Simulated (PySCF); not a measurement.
Species: C₈H₁₂O₂.
Geometry (PBE0-D3(BJ)/def2-SVP, Å), atoms numbered from 1 in this order:
```
atom  x, y, z in Å
C1     2.2370    0.6527   -0.8758
C2     1.2593   -0.4748   -0.5907
C3     0.4022   -0.2565    0.6643
C4    -0.5449   -1.4430    0.8973
C5    -1.6444   -1.4989   -0.1422
O6    -1.8877   -2.4914   -0.7827
C7    -2.4301   -0.2123   -0.2976
C8    -1.5296    1.0193   -0.4445
C9    -0.3956    1.0355    0.5607
O10   -0.1312    2.0118    1.2187
H11    2.9188    0.8113   -0.0261
H12    2.8489    0.4292   -1.7620
H13    1.7226    1.6090   -1.0585
H14    1.8061   -1.4228   -0.4554
H15    0.6053   -0.6426   -1.4647
H16    1.0682   -0.1321    1.5321
H17   -0.0021   -2.3988    0.8857
H18   -1.0273   -1.3404    1.8854
H19   -3.0420   -0.1039    0.6157
H20   -3.1200   -0.3230   -1.1449
H21   -1.0741    1.0211   -1.4503
H22   -2.0934    1.9560   -0.3411
```

Computed with PySCF at PBE0/pcSseg-1, non-relativistic, on one gas-phase PBE0-D3(BJ)/def2-SVP geometry that isn't relaxed in the solvent. The solvent is an IEF-PCM continuum (van der Waals radii × 1.2). Only the electrostatic response of the medium enters.

Gas phase at PBE0/pcSseg-1: HOMO -7.32 eV, LUMO -1.01 eV, dipole 0.40 D.

Question: What does the continuum do to the energy, the frontier levels and the dipole at PBE0/pcSseg-1 in chloroform and acetonitrile?

Answer: 
| solvent | ε | E(solvent) − E(gas) (kcal/mol) | polarisation term (kcal/mol) | distortion of the solute (kcal/mol) | HOMO (eV) | LUMO (eV) | dipole (D) |
| --- | --- | --- | --- | --- | --- | --- | --- |
| chloroform | 4.711 | -6.51 | -7.29 | 0.78 | -7.28 | -0.92 | 0.36 |
| acetonitrile | 35.69 | -8.96 | -10.47 | 1.51 | -7.28 | -0.90 | 0.32 |

The first energy column is the sum of the next two and covers electrostatics alone. From chloroform to acetonitrile the lowering changes by a factor 1.38, Onsager's factor (ε − 1)/(2ε + 1) by 1.35 and ε itself by 7.6.

Question: Which IAO charges (PBE0/pcSseg-1) respond most in acetonitrile (means over atoms taken as equivalent)?

Answer: 
```
atoms             environment  gas (e)  solvent (e)  change
   O6           ketone oxygen   -0.403       -0.452  -0.049
  O10           ketone oxygen   -0.403       -0.450  -0.047
   C5  ketone carbonyl carbon   +0.387       +0.405  +0.018
   C9  ketone carbonyl carbon   +0.383       +0.401  +0.018
  H18      methylene hydrogen   +0.155       +0.171  +0.016
  H19      methylene hydrogen   +0.157       +0.172  +0.015
```

Question: Which Mayer bond orders change most in acetonitrile?

Answer: 
```
  bond  length (Å)    gas  solvent  change
 C5–O6       1.206  2.028    1.980  -0.048
C9–O10       1.207  2.029    1.982  -0.047
 C5–C7       1.516  0.974    0.988  +0.014
 C8–C9       1.515  0.963    0.977  +0.014
 C4–C5       1.514  0.961    0.974  +0.013
 C9–C3       1.522  0.944    0.954  +0.010
C4–H18       1.104  0.928    0.919  -0.009
C7–H19       1.105  0.922    0.913  -0.009
```

The run took 51 s wall on one thread, x86-64 server (shared host). This is the whole shielding run at PBE0/pcSseg-1 in acetonitrile, SCF included.
